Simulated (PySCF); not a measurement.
**Correlation energy of Be (beryllium, neutral)**

[He] 2s1 2p1, high-spin 3P determinant (an excited configuration). Computed with PySCF 2.14 in def2-TZVPPD (5s4p1d, 22 functions), with no relativity, point nucleus. Frozen: nothing; 4 electrons correlated.

| level | correlation energy (mhartree) |
| --- | --- |
| CCSD | -35.65 |
| (T) | -0.02 |
| CCSD(T) | -35.67 |
| CCSDT | -35.68 |
| FCI | -35.68 |

Diagnostics: T1 = 0.0023, D1 = 0.0055, largest double amplitude 0.035, weight of the Hartree-Fock determinant in FCI 0.9917 (33880 determinants).

Cost of the coupled-cluster step: of the order of 0.08 core-seconds, for 4 correlated electrons.

Iterations:

```
CC2 = 0
CCSD nocc = (np.int64(3), np.int64(1)), nmo = (22, 22)
frozen orbitals [[], []]
max_cycle = 100
direct = 0
conv_tol = 1e-08
conv_tol_normt = 1e-06
diis_space = 8
diis_start_cycle = 0
Init t2, MP2 energy = -0.0303151724792261
Init E_corr(UCCSD) = -0.0303151724793643
cycle = 1  E_corr(UCCSD) = -0.0343646892975199  dE = -0.00404951682  norm(t1,t2) = 0.0203065
cycle = 2  E_corr(UCCSD) = -0.0351735554850288  dE = -0.000808866188  norm(t1,t2) = 0.00958255
cycle = 3  E_corr(UCCSD) = -0.0356788934042511  dE = -0.000505337919  norm(t1,t2) = 0.00468811
cycle = 4  E_corr(UCCSD) = -0.0356384370741559  dE = 4.04563301e-05  norm(t1,t2) = 0.000332266
cycle = 5  E_corr(UCCSD) = -0.0356487639010997  dE = -1.03268269e-05  norm(t1,t2) = 4.82141e-05
cycle = 6  E_corr(UCCSD) = -0.0356481589006674  dE = 6.05000432e-07  norm(t1,t2) = 1.01706e-05
cycle = 7  E_corr(UCCSD) = -0.0356482175419849  dE = -5.86413176e-08  norm(t1,t2) = 2.20385e-06
cycle = 8  E_corr(UCCSD) = -0.0356482340123297  dE = -1.64703447e-08  norm(t1,t2) = 4.84228e-07
cycle = 9  E_corr(UCCSD) = -0.0356482295351173  dE = 4.47721237e-09  norm(t1,t2) = 1.12181e-07
UCCSD converged
E(UCCSD) = -14.54813357427943  E_corr = -0.03564822953511729
UCCSD(T) correction = -2.43869577564512e-05
```

This basis was not built for core-valence correlation, so the inner-shell part is incomplete.
